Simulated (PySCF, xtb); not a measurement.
C₄H₇FSi, SMILES F[C@@H]1CC=C1[SiH3].

GFN2-xTB in xtb at its own geometry gives an orbital gap of 4.23 eV and a dipole moment of 2.09 D.

Geometry optimised at TPSSh-D3(BJ)/def2-SVP. The structure was generated by enumeration; whether it is a known compound was not checked.

### Question
What does PBE0/def2-TZVP (PySCF) give? (The exact figures need the calculation; the answer reports its results.)

### Answer
gap 7.01 eV (levels -7.74 and -0.73 eV), dipole 2.00 D.
